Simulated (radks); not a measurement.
Radial electron density D(r) = 4 pi r^2 rho(r) of an atom or ion with 29 electrons. Method: Dirac Kohn-Sham, PBE, spin-unpolarised, spherical densities, point nucleus; computed with a radial shooting solver on a logarithmic mesh with Libxc functionals.

r (bohr),D(r) (e/bohr)
0.001547,6.184
0.001983,9.189
0.002521,13.30
0.003205,18.91
0.004074,26.32
0.005179,35.63
0.006584,46.57
0.008437,58.66
0.01073,69.38
0.01363,76.84
0.01733,79.01
0.02204,75.72
0.02801,70.25
0.03561,68.95
0.04563,77.35
0.05801,91.87
0.07375,100.2
0.09375,92.24
0.1192,75.82
0.1515,71.11
0.1942,80.39
0.2468,77.46
0.3138,50.83
0.3989,21.56
0.5071,7.157
0.6446,2.510
0.826,0.5966
1.05,0.06116
1.335,0.001908

What is the nuclear charge?

Answer. Z = 59. The innermost maximum, from 1s, lies near gamma/Z bohr with gamma = sqrt(1 - (Z/c)^2) = 0.903, here 0.0153 bohr (found: 0.0168), and its height grows with Z. The density is that of the praseodymium ion Pr30+ in [Ar] 3d10 4s1; the configuration itself is not fixed sharply by these data, and Z only to a few units. D(r) has 3 maxima, at r = 0.0168, 0.0743, 0.214 bohr, and minima at 0.0331, 0.142 bohr, inside which lie 2.04, 11.25 electrons.
